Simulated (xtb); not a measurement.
Cu$_{2}$, singlet, geometry from GFN2-xTB (such geometries of metal compounds can be far from the true shape), atoms displaced at random by about 0.02 Å a coordinate.

Here is a job for xtb.
```
$ xtb mol.xyz --gfn 2 --opt --json

# file mol.xyz
2

Cu     0.01726602     0.00498408    -1.15415078
Cu    -0.01612881     0.01588131     1.10738094
```

### Question
What does this run give for the dipole moment, HOMO-LUMO gap, total energy at the end of the optimisation?

### Answer

```json
{
 "dipole_moment": "0.00 D",
 "HOMO-LUMO gap": "5.67 eV",
 "total_energy_at_the_end_of_the_optimisation": "-7.7757 Eh"
}
```
